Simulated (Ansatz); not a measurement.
Bi3S3⁺. Total charge 1; singlet. Geometry PBE-D4/def2-SVP; atoms count from 1.

Cartesian coordinates in Å:
```
Bi -0.9563 1.6529 1.0410
Bi 0.5665 -0.2632 -1.7463
Bi -0.2604 -1.3137 1.7138
S -1.8051 -0.5042 -0.3562
S 1.6695 -1.6693 0.1010
S 0.7857 2.0976 -0.7533
```

In the def2 sets Bi takes a core potential; there is no spin–orbit coupling. The restricted singlet is unstable towards broken spin symmetry in Hartree–Fock (as tested in another run); at PBE0-D4/def2-TZVP this wasn't settled. The structure comes from a short search, and lower isomers may exist.

Q: Estimate the Mulliken populations from the PBE0/def2-TZVP orbitals of Ansatz.

A: 
| atom | charge (e) |
| --- | --- |
| Bi1 | 0.61 |
| Bi2 | 0.83 |
| Bi3 | 0.60 |
| S4 | -0.33 |
| S5 | -0.36 |
| S6 | -0.36 |
Mulliken values depend strongly on the basis.

Q: And the Mayer bond orders between heavy atoms (over 0.3)?

A: Bi1–Bi3 0.88 (3.12 Å); Bi1–S4 0.79 (2.71 Å); Bi1–S6 1.07 (2.54 Å); Bi2–S4 0.74 (2.76 Å); Bi2–S5 1.03 (2.57 Å); Bi2–S6 1.03 (2.57 Å); Bi3–S4 0.79 (2.71 Å); Bi3–S5 1.07 (2.54 Å).
